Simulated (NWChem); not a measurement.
# SiHSBr, singlet; SMILES S[Si]Br

```xyz
4

Si     1.0650    -0.6290     0.0000
Br    -0.1729     1.2638     0.0000
S     -0.5690    -2.0203     0.0000
H      0.2452    -3.1029     0.0000
```
Atoms are numbered in this order, from 1.

Program: NWChem. Low-valent species are run as closed-shell singlets; no triplet was tried in these runs. The geometry was optimised at PBE0/def2-SVP. Ions are spin-unrestricted doublets at the neutral geometry; other ion states weren't tried.

For level PBE0/def2-SVP:

```yaml
vertical ionisation energy, ΔSCF (eV): 9.26
"−ε(HOMO) (eV)": 7.16
```

### Question
How do the values read with level PBE/def2-SVP instead?

### Answer
| Quantity | Value |
|---|---|
| vertical ionisation energy, ΔSCF (eV) | 9.03 |
| −ε(HOMO) (eV) | 6.05 |
